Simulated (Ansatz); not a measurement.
System: CH₅OSi, charge 0, multiplicity 2. It need not be the lowest isomer of its formula. 
Coordinates optimised at B3LYP-D3(BJ)/def2-TZVP (Ansatz, a first-principles code):
```xyz
8

Si     1.1107    -0.0072     0.1070
O     -0.4183     0.3333    -0.4102
C     -1.5910    -0.3393     0.0209
H      1.1197    -0.1455     1.5969
H      1.9480     1.1422    -0.3234
H     -2.4506     0.2633    -0.2713
H     -1.6020    -0.4672     1.1079
H     -1.6722    -1.3217    -0.4520
```
Charge 0, spin multiplicity 2.

Basis-set convergence of Hartree-Fock and CCSD correlation energies (hartree) with Ansatz. Valence correlation only, unless marked. Open shells are spin-unrestricted. Spin-orbit coupling is left out. No relativistic terms.

```json
[
 {"basis": "aug-cc-pV(D+d)Z", "functions": "123", "E(HF)": "-404.57401", "E(corr, CCSD)": "-0.47628"},
 {"basis": "aug-cc-pV(T+d)Z", "functions": "262", "E(HF)": "-404.62137", "E(corr, CCSD)": "-0.56144"},
 {"basis": "aug-cc-pV(Q+d)Z", "functions": "479", "E(HF)": "-404.63232", "E(corr, CCSD)": "-0.58828"}
]
```

Extrapolating the two largest sets (X = 3 and 4) as X^-3: E(corr) = (64·(-0.58828) - 27·(-0.56144))/37 = -0.6079 Eh, an estimate of the basis-set limit. The largest set recovers 96.8 % of it, the smallest 78.4 %.
